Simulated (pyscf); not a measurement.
`[OH][BH][O][SiH3]`, singlet

Gas-phase minimum from PySCF at ωB97X-D3(BJ)/def2-SVP, one conformer. 

SMILES: OBO[SiH3]
```xyz
9

O      0.9583     2.7649    -1.2793
B      0.2811     1.6679    -0.8581
O      0.8687     0.7950     0.0161
Si     0.3142    -0.6199     0.7221
H      1.8399     2.8075    -0.8863
H     -0.8412     1.4951    -1.2787
H     -1.0592    -0.9334     0.2361
H      1.2448    -1.7226     0.3615
H      0.3013    -0.4395     2.1985
```

Bonds (Å): O1–B2 1.356, O1–H5 0.966, B2–O3 1.368, B2–H6 1.211, O3–Si4 1.676, Si4–H7 1.490, Si4–H8 1.487, Si4–H9 1.487. Angles (°): B2–O1–H5 111.4, O1–B2–O3 120.0, O1–B2–H6 118.1, O3–B2–H6 121.9, B2–O3–Si4 131.7, O3–Si4–H7 110.2, O3–Si4–H8 108.5, O3–Si4–H9 108.6, H7–Si4–H8 110.0, H7–Si4–H9 110.0, H8–Si4–H9 109.6.

Properties at ωB97X-D3(BJ)/def2-SVP:

```
Quantity                                                                                                                                                                                                                              Value
---------------------------------------------------------------------------------------------------------------------  --------------------------------------------------------------------------------------------------------------------
Harmonic wavenumbers, unscaled                                                                                         52, 107, 161, 428, 648, 722, 743, 810, 934, 965, 973, 994, 1056, 1145, 1247, 1462, 2269, 2280, 2284, 2633, 3882 cm⁻¹
Zero-point energy                                                                                                                                                                                                             36.9 kcal/mol
Rotational symmetry number                                                                                                                                                                                                                1
Entropy of this conformer at 298 K and 1 atm, rigid rotor and harmonic oscillator, modes under 100 cm⁻¹ raised to 100                                                                                                       316.3 J/(mol K)
Dipole moment                                                                                                                                                                                                                        1.48 D
```

Single-point totals, which compare only within one level (frozen core for MP2 and CC):

```tsv
level	total energy (hartree)
ωB97X-D3(BJ)/def2-TZVP	-468.08860
PBE/def2-TZVP	-467.65183
r²SCAN/def2-TZVP	-467.89610
B3LYP-D3(BJ)/def2-TZVP	-468.05905
PBE0-D3(BJ)/def2-TZVP	-467.69548
M06-2X/def2-TZVP	-467.92924
ωB97M-D3(BJ)/def2-TZVP	-468.10138
HF/def2-TZVPP	-466.49248
MP2/def2-TZVPP	-467.19199
CCSD/def2-TZVPP	-467.22345
CCSD(T)/def2-TZVPP	-467.24861
```

Soft torsions are taken as harmonic, which can shift the entropy by several J/(mol K). The CCSD(T) − MP2 part came from Ansatz, without density fitting, on the same reference.
